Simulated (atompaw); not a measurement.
**An all-electron radial function and its pseudo partner (rubidium)**

Columns: radius, all-electron u(r) and pseudo u(r) of the 4s shell (level -31.89 eV) of rubidium in the configuration [Ar] 3d10 4s2 4p6 5s1 5p0; PBE, scalar-relativistic, PAW (atompaw) scheme, atompaw 4.2.0.5.

```tsv
r (bohr)	all-electron	pseudo
0.095	0.2639	0.1471
0.191	0.0889	0.2920
0.286	-0.3285	0.4278
0.382	-0.4815	0.5543
0.477	-0.3741	0.6661
0.572	-0.1325	0.7625
0.668	0.1471	0.8429
0.763	0.4018	0.9050
0.858	0.6092	0.9499
0.954	0.7638	0.9782
1.049	0.8657	0.9906
1.145	0.9239	0.9887
1.240	0.9453	0.9742
1.335	0.9387	0.9485
1.431	0.9108	0.9127
1.526	0.8686	0.8686
1.622	0.8163	0.8163
1.717	0.7590	0.7590
1.812	0.6993	0.6993
1.908	0.6388	0.6388
2.003	0.5804	0.5804
2.098	0.5245	0.5245
2.194	0.4713	0.4713
2.289	0.4223	0.4223
2.385	0.3767	0.3767
2.480	0.3354	0.3354
```

Question: How many radial nodes do the two functions have?

Answer: The all-electron 4s function has n − l − 1 = 3 (the table is too coarse to show those close to the nucleus); the pseudo-wave has 0, since the states of the same l below it are removed with the core.

Question: At about which radius was the pseudo-wave matched?

Answer: 1.56 bohr, where the columns begin to agree (steps of 0.10 bohr).

Question: Where does each function peak?

Answer: Outermost all-electron maximum near 1.24 bohr, pseudo maximum near 1.05 bohr (to the table’s step).

Question: Is the pseudo-wave norm-conserving?

Answer: No, it belongs to a PAW set: the norm inside the radius is not constrained, and the difference is carried by the augmentation charge.
